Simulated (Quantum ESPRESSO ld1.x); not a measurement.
The numbers below are computed, except where a source is named.
Orbital energies (hartree) of the potassium ion K12+, [He] 2s2 2p3: non-relativistic, with first-order perturbation theory as ld1.x prints it (mass-velocity, Darwin and spin-orbit terms), and from the self-consistent Dirac equation with open shells shared by 2j + 1. Spin-unpolarised spherical Kohn-Sham, PBE, point nucleus, ld1.x of Quantum ESPRESSO 7.5.

orbital        non-rel.  first order     Dirac
1s1/2          -146.139     -146.963  -146.807
2s1/2          -26.7950     -26.9772  -26.9482
2p1/2          -24.7288     -24.8892  -24.8558
2p3/2          -24.7288     -24.7590  -24.7243
3s1/2 (empty)  -10.2737     -10.3234  -10.3167
3p1/2 (empty)   -9.6456      -9.6890   -9.6818
3p3/2 (empty)   -9.6456      -9.6582   -9.6507

First order keeps the non-relativistic potential frozen, so it lacks the indirect effect: the contracted s and p shells screen the nucleus better and push d and f levels up in the self-consistent Dirac solution.
